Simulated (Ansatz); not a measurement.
C$_{3}$H$_{8}$OSSn, SMILES `CC(C)[O][Sn][SH]` at its PBE0-D4/def2-TZVP geometry, where that method's forces vanish. The species carries charge 0 and has multiplicity 1. Sn: def2 effective core potential.

```xyz
14

C    -0.6285   -0.2589    1.3574
C     0.6599    0.2445    0.7337
C     1.2907   -0.7747   -0.1967
O     0.4650    1.4825    0.0819
Sn   -0.5756    2.1772   -1.4308
S    -1.7270    0.1394   -2.1810
H    -1.0493    0.5004    2.0198
H    -1.3699   -0.4987    0.5904
H    -0.4454   -1.1625    1.9443
H     1.3721    0.4503    1.5450
H     2.2144   -0.3770   -0.6223
H     1.5304   -1.6938    0.3440
H     0.6142   -1.0315   -1.0163
H    -2.3511    0.8029   -3.1695
```

Q: What forces (eV/Å) does r2SCAN-D4/def2-TZVPP give on these atoms in Ansatz 0.2.0? (An estimate is asked.)

A: The calculation gave: 
```
C1  -0.131 -0.038  0.058
C2   0.105 -0.192  0.193
C3   0.063 -0.091 -0.098
O4   0.022  0.220 -0.045
Sn5 -0.043  0.137 -0.099
S6  -0.044 -0.079 -0.028
H7   0.002 -0.010 -0.009
H8   0.023  0.004  0.007
H9   0.001  0.012 -0.008
H10  0.014  0.010  0.013
H11 -0.011 -0.006  0.002
H12 -0.004  0.014 -0.004
H13  0.004  0.009  0.022
H14 -0.001  0.010 -0.004
```
